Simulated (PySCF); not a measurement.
# C₆ coefficients of unlike pairs at PBE

Calculated with PySCF 2.14 from the dipole response of each species, C₆(A,B) = (3/π) ∫ α_A(iu) α_B(iu) du, in atomic units, from isotropic polarisabilities. For ions this is the dispersion term alone; charge-induced terms of lower order in 1/R come first.

```
species      configuration                                                                            basis     relativity  α (bohr³)  C₆ (like pair)
      P  [Ne] 3s2 3p3 (4S)                                                         dyall-acv3z (19s12p6d4f)           none      27.43           205.3
   Zn²⁺     [Ar] 3d10 (1S)   x2c-TZVPPall with one added diffuse shell each of s, p, d, f type (7s6p5d3f1g)  spin-free X2C      2.998           8.151
    P²⁺  [Ne] 3s2 3p1 (2P)                                                       aug-cc-pCVTZ-DK (8s7p5d3f)  spin-free X2C      9.150           32.95
   Al²⁺      [Ne] 3s1 (2S)  x2c-QZVPPall with one added diffuse shell each of s, p, d, f type (10s7p5d3f1g)  spin-free X2C      13.50           36.04
```

Problem. Estimate C₆ for P²⁺ with P.

Solution. The integral gives 81.13. The combination rule 2 C_A C_B / (C_A α_B/α_A + C_B α_A/α_B) gives 80.88 and the geometric mean 82.24.

No spin-orbit coupling is included.

The other pairs:

```csv
pair,C₆
"Al²⁺, P²⁺",32.77
"Al²⁺, Zn²⁺",13.40
"P²⁺, Zn²⁺",14.78
"Zn²⁺, P",34.24
"Al²⁺, P",84.86
```
